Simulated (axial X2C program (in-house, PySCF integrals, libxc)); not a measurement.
# What spin–orbit coupling does to LiOs⁺

Computed with an in-house relativistic program for diatomic molecules. Spin-free means the one-electron spin-free X2C Hamiltonian; two-component (2c) means X2C with spin–orbit coupling and atomic mean-field two-electron Coulomb and Gaunt terms, so the difference of the two also holds small scalar two-electron terms. Basis: Os dyall-cv3z [13s14p9d6f4g], Li dyall-cv3z [7s8p2d] (cores contracted in-house); Gaussian nuclei, density fitting, unrestricted open shells. Masses: Os 191.961 u, Li 7.016 u.

Spin-free state: M_S = 2, Λ = 1 (beyond evenly filled blocks: σα, π+α, π+β, π-α, δ+α, δ-α); fragments Os + Li+.

| level | Re (Å) | ωe (cm⁻¹) | De (eV) | μ (D) |
| --- | --- | --- | --- | --- |
| PBE0 | 2.685 | 305.0 | 1.006 | 7.73 |
| HF | 2.916 | 242.7 | 0.917 | 8.05 |
| CCSD | 2.754 | 285.1 | 0.797 | n/a |
| CCSD(T) | 2.746 | 288.2 | 0.791 | n/a |
| r2SCAN | 2.685 | 302.7 | 0.799 | 7.86 |

Correlated methods: 8 electrons correlated (number of frozen shells: Os 5 s, 4 p, 2 d, 1 f; Li 1 s), 272 virtual spin orbitals or spinors in MP2, 90 natural virtuals in coupled cluster.

Dipoles are positive if Li is the positive end and refer to the centre of mass.

Two-component determinant lowest at the distance of the search:

Ω = 3 (⟨Sz⟩ = 1.92, ⟨Lz⟩ = 1.08 at HF); fragments Os + Li+.

| level | Re (Å) | ωe (cm⁻¹) | De (eV) | μ (D) |
| --- | --- | --- | --- | --- |
| PBE0 | 2.697 | 302.3 | 0.944 | 7.78 |
| HF | 2.920 | 242.7 | 0.809 | 8.12 |
| CCSD | 2.762 | 285.6 | 0.664 | n/a |
| CCSD(T) | 2.755 | 288.6 | 0.658 | n/a |
| r2SCAN | 2.694 | 300.5 | n/a | 7.90 |

From the two tables, how do the constants change at the CCSD(T) level (2c against spin-free)?

At the CCSD(T) level Re rises by 0.009 Å and ωe rises by 0.4 cm⁻¹; De changes by -0.133 eV.

The state is one determinant whose occupation by symmetry is held fixed; it was picked as the lowest of a PBE0 search that is not exhaustive. De is counted from the lowest determinant-based energies of the atoms at the same level, without counterpoise correction. De is not given where an atomic determinant may have missed its ground term or J level, or where the truncated virtual space spoils (T). Density functionals use the spin component along the axis (collinear). Coupled cluster ran in a truncated set of natural virtual spinors; the MP2 energy of the rest was added. (T) has no such correction and the atoms are truncated less, which lowers De at CCSD(T) by a hundredth of an eV or more. Other states lie close and PBE0, whose exact exchange favours high spin, may order them wrongly; the determinant shown need not be the ground state. The nearest other spin-free determinant of the search, M_S = 2, Λ = 0, lies 0.04 eV up at the distance of the search. Without a current term, density functionals place determinants with orbital angular momentum somewhat too high. With several unpaired electrons one determinant need not be a pure state. Open-shell Ω = 0 determinants with evenly filled partner blocks cannot be reached by this program, so the Ω shown need not be the lowest component. The determinant is spin-polarised beyond a pure state at some levels (its spin-free form has ⟨S²⟩ too high), which makes Re and μ there less reliable. The T1 diagnostic is large, a sign of multireference character.
